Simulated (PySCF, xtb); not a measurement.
Mg(Br)(SMe) (CH₃BrMgS), SMILES C[S][Mg][Br].

xtb with GFN2-xTB at its own geometry gives an orbital gap of 1.83 eV and a dipole moment of 3.44 D.

Coordinates come from a PBE0-D3(BJ)/def2-SVP optimisation. The structure was generated by enumeration; whether it is a known compound was not checked. The values are those of a single conformer.

Problem. What does CAM-B3LYP/def2-TZVP run with PySCF give? (Estimate from the structure and the level; the computed values follow.)

Solution. gap 7.27 eV (levels -8.10 and -0.83 eV), dipole 1.72 D.
